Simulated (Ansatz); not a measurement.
CH5FN2Si (`N=C[SiH](N)F`). Charge 0, multiplicity 1. All single points use the PBE0-D4/def2-TZVP geometry. It is one conformer, not always the lowest.

```xyz
10

N     0.906    1.158   -1.785
C    -0.046    0.493   -1.269
Si    0.123   -0.634    0.228
N    -0.954   -0.132    1.434
F     1.678   -0.514    0.613
H     1.781    0.987   -1.283
H    -1.029    0.609   -1.742
H    -0.131   -2.067   -0.041
H    -1.095    0.839    1.660
H    -1.233   -0.738    2.187
```

Q: What is the dipole moment at B3LYP/def2-TZVPP? (An estimate is asked.)

A: The calculation gave: 3.07 D, with components (-1.88, -0.73, 2.31) D in this frame, pointing from negative to positive charge.

Q: And with PBE, r2SCAN, ωB97M-V? (Estimate.)

A: Computed: PBE 2.97 D, r2SCAN 3.02 D, ωB97M-V 3.08 D.

Q: Give the Mulliken charges with B3LYP, r2SCAN, PBE in def2-TZVPP. (Best estimate.)

A: The calculation gave: 
```csv
atom,B3LYP,r2SCAN,PBE
N1,-0.22,-0.27,-0.21
C2,-0.15,-0.07,-0.13
Si3,0.65,0.67,0.53
N4,-0.40,-0.45,-0.38
F5,-0.33,-0.33,-0.28
H6,0.16,0.17,0.16
H7,0.10,0.06,0.09
H8,-0.10,-0.10,-0.09
H9,0.15,0.17,0.16
H10,0.15,0.17,0.16
```

B3LYP here is the variant with VWN-RPA as its local correlation; programs differ in this.
